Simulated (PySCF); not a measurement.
A calculated (TPSSh, PySCF 2.14, ANO-RCC-VTZP, scalar relativity by spin-free X2C-1e) atom or ion has these occupied shells.

```json
{"shell": "1s α", "electrons": "1", "orbital energy (eV)": "-41810.6", "rms radius, mean of both spins (bohr)": "0.0275"}
{"shell": "1s β", "electrons": "1", "orbital energy (eV)": "-41810.6", "rms radius, mean of both spins (bohr)": "0.0275"}
{"shell": "2s α", "electrons": "1", "orbital energy (eV)": "-6755.3", "rms radius, mean of both spins (bohr)": "0.112"}
{"shell": "2s β", "electrons": "1", "orbital energy (eV)": "-6755.2", "rms radius, mean of both spins (bohr)": "0.112"}
{"shell": "2p α", "electrons": "3", "orbital energy (eV)": "-6051.9", "rms radius, mean of both spins (bohr)": "0.0997"}
{"shell": "2p β", "electrons": "3", "orbital energy (eV)": "-6051.9", "rms radius, mean of both spins (bohr)": "0.0997"}
{"shell": "3s α", "electrons": "1", "orbital energy (eV)": "-1481.4", "rms radius, mean of both spins (bohr)": "0.291"}
{"shell": "3s β", "electrons": "1", "orbital energy (eV)": "-1480.9", "rms radius, mean of both spins (bohr)": "0.291"}
{"shell": "3p α", "electrons": "3", "orbital energy (eV)": "-1256.8", "rms radius, mean of both spins (bohr)": "0.291"}
{"shell": "3p β", "electrons": "3", "orbital energy (eV)": "-1256.3", "rms radius, mean of both spins (bohr)": "0.291"}
{"shell": "3d α", "electrons": "5", "orbital energy (eV)": "-937.78", "rms radius, mean of both spins (bohr)": "0.268"}
{"shell": "3d β", "electrons": "5", "orbital energy (eV)": "-937.27", "rms radius, mean of both spins (bohr)": "0.268"}
{"shell": "4s α", "electrons": "1", "orbital energy (eV)": "-313.94", "rms radius, mean of both spins (bohr)": "0.660"}
{"shell": "4s β", "electrons": "1", "orbital energy (eV)": "-312.33", "rms radius, mean of both spins (bohr)": "0.660"}
{"shell": "4p α", "electrons": "3", "orbital energy (eV)": "-239.91", "rms radius, mean of both spins (bohr)": "0.701"}
{"shell": "4p β", "electrons": "3", "orbital energy (eV)": "-238.22", "rms radius, mean of both spins (bohr)": "0.701"}
{"shell": "4d α", "electrons": "5", "orbital energy (eV)": "-132.69", "rms radius, mean of both spins (bohr)": "0.779"}
{"shell": "4d β", "electrons": "5", "orbital energy (eV)": "-130.82", "rms radius, mean of both spins (bohr)": "0.779"}
{"shell": "5s α", "electrons": "1", "orbital energy (eV)": "-56.936", "rms radius, mean of both spins (bohr)": "1.57"}
{"shell": "5s β", "electrons": "1", "orbital energy (eV)": "-55.633", "rms radius, mean of both spins (bohr)": "1.57"}
{"shell": "5p α", "electrons": "3", "orbital energy (eV)": "-38.238", "rms radius, mean of both spins (bohr)": "1.82"}
{"shell": "5p β", "electrons": "3", "orbital energy (eV)": "-36.996", "rms radius, mean of both spins (bohr)": "1.82"}
{"shell": "4f α", "electrons": "2", "orbital energy (eV)": "-21.468", "rms radius, mean of both spins (bohr)": "1.17"}
{"shell": "5d α", "electrons": "1", "orbital energy (eV)": "-16.085", "rms radius, mean of both spins (bohr)": "2.69"}
```

(1) Name the element and its charge.

Answers

(1) Pr²⁺ (praseodymium, charge +2), in [Xe] 4f2 5d1, one real determinant (an excited configuration).
